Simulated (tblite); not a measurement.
Species: C6H13OPS.
Bonds: C1–O2, O2–C3, C3–P4, P4–C5, C5–C6, C6–S7, S7–C8, C8–C9, P4–C9. Hydrogens: H10, H11, H12 on C1; H13, H14 on C3; H15, H16 on C5; H17, H18 on C6; H19, H20 on C8; H21, H22 on C9.

Computed with GFN2-xTB (tblite), gas phase: L-BFGS steps from a force-field or distance-geometry start until the largest atomic force falls under 0.01 eV/Å.

Geometry at step 6:
```
atom  x, y, z in Å
C1      2.9720    0.8106    0.3012
O2      2.5487   -0.5093    0.1193
C3      1.5684   -0.6254   -0.8609
P4      0.0915    0.5695   -0.6315
C5     -0.2120    0.4647    1.2380
C6     -1.5428    0.0105    1.8610
S7     -2.8587   -0.7853    0.8358
C8     -2.6202   -0.4903   -0.9608
C9     -1.2011   -0.4691   -1.5352
H10     3.7040    0.8259    1.1091
H11     3.4157    1.2333   -0.6097
H12     2.1240    1.4554    0.5778
H13     1.3393   -1.7012   -0.9254
H14     1.9717   -0.3222   -1.8420
H15     0.6224   -0.0723    1.7339
H16    -0.0881    1.5298    1.5048
H17    -1.3488   -0.7735    2.6115
H18    -2.0206    0.8527    2.3909
H19    -3.1815    0.4071   -1.2677
H20    -3.1541   -1.3646   -1.3712
H21    -1.2581    0.0700   -2.4988
H22    -0.8822   -1.4977   -1.7809
```

Question: What forces act on the atoms?

Answer: 
```json
{"atom": "C1", "Fx (eV/Å)": "0.122", "Fy (eV/Å)": "0.341", "Fz (eV/Å)": "0.057"}
{"atom": "O2", "Fx (eV/Å)": "-0.029", "Fy (eV/Å)": "0.076", "Fz (eV/Å)": "0.247"}
{"atom": "C3", "Fx (eV/Å)": "-0.113", "Fy (eV/Å)": "-0.077", "Fz (eV/Å)": "-0.173"}
{"atom": "P4", "Fx (eV/Å)": "-0.052", "Fy (eV/Å)": "-0.391", "Fz (eV/Å)": "0.113"}
{"atom": "C5", "Fx (eV/Å)": "-0.045", "Fy (eV/Å)": "-0.031", "Fz (eV/Å)": "0.200"}
{"atom": "C6", "Fx (eV/Å)": "0.117", "Fy (eV/Å)": "0.023", "Fz (eV/Å)": "0.156"}
{"atom": "S7", "Fx (eV/Å)": "0.214", "Fy (eV/Å)": "-0.128", "Fz (eV/Å)": "-0.038"}
{"atom": "C8", "Fx (eV/Å)": "-0.081", "Fy (eV/Å)": "0.068", "Fz (eV/Å)": "-0.310"}
{"atom": "C9", "Fx (eV/Å)": "-0.158", "Fy (eV/Å)": "-0.090", "Fz (eV/Å)": "-0.117"}
{"atom": "H10", "Fx (eV/Å)": "-0.005", "Fy (eV/Å)": "-0.106", "Fz (eV/Å)": "-0.076"}
{"atom": "H11", "Fx (eV/Å)": "0.052", "Fy (eV/Å)": "-0.121", "Fz (eV/Å)": "-0.017"}
{"atom": "H12", "Fx (eV/Å)": "0.091", "Fy (eV/Å)": "0.015", "Fz (eV/Å)": "-0.002"}
{"atom": "H13", "Fx (eV/Å)": "-0.307", "Fy (eV/Å)": "0.317", "Fz (eV/Å)": "0.180"}
{"atom": "H14", "Fx (eV/Å)": "0.055", "Fy (eV/Å)": "0.005", "Fz (eV/Å)": "-0.130"}
{"atom": "H15", "Fx (eV/Å)": "-0.340", "Fy (eV/Å)": "0.040", "Fz (eV/Å)": "-0.497"}
{"atom": "H16", "Fx (eV/Å)": "-0.008", "Fy (eV/Å)": "-0.212", "Fz (eV/Å)": "0.036"}
{"atom": "H17", "Fx (eV/Å)": "-0.064", "Fy (eV/Å)": "0.239", "Fz (eV/Å)": "-0.270"}
{"atom": "H18", "Fx (eV/Å)": "0.081", "Fy (eV/Å)": "-0.270", "Fz (eV/Å)": "-0.358"}
{"atom": "H19", "Fx (eV/Å)": "0.256", "Fy (eV/Å)": "-0.135", "Fz (eV/Å)": "0.353"}
{"atom": "H20", "Fx (eV/Å)": "0.129", "Fy (eV/Å)": "0.328", "Fz (eV/Å)": "0.065"}
{"atom": "H21", "Fx (eV/Å)": "-0.056", "Fy (eV/Å)": "-0.234", "Fz (eV/Å)": "0.143"}
{"atom": "H22", "Fx (eV/Å)": "0.138", "Fy (eV/Å)": "0.344", "Fz (eV/Å)": "0.438"}
```

The largest, 0.60 eV/Å, acts on H15; the rms over all components is 0.195 eV/Å. The forces sum to zero within rounding, as they must for an isolated molecule in no field.

Question: Give the force on H15 in Eh/bohr and in nN.

Answer: 0.603 eV/Å ÷ 51.422 = 0.01174 Eh/bohr, and 0.603 eV/Å × 1.602 = 0.97 nN.

Question: How far is this geometry from the end of the optimisation?

Answer: 0.990 eV above it, and 0.665 Å rms away after alignment. The bonds farthest from their final lengths, with half the difference of the two atoms' forces along the bond (positive lengthens):

| bond | now (Å) | final (Å) | force along bond (eV/Å) |
| --- | --- | --- | --- |
| P4–C5 | 1.897 | 1.863 | +0.03 |
| C3–P4 | 1.914 | 1.881 | -0.10 |
| C6–S7 | 1.848 | 1.821 | +0.05 |
| P4–C9 | 1.888 | 1.866 | +0.01 |
| C5–C6 | 1.538 | 1.519 | -0.09 |
| S7–C8 | 1.836 | 1.821 | +0.13 |

The angle farthest from its final value is C6–S7–C8, 112.4° against 99.2°.

Of the 6 listed bonds off by 0.010 Å or more, this force points towards the final length in 2.

Hardware: one thread, Arm Neoverse V1, on a shared host.
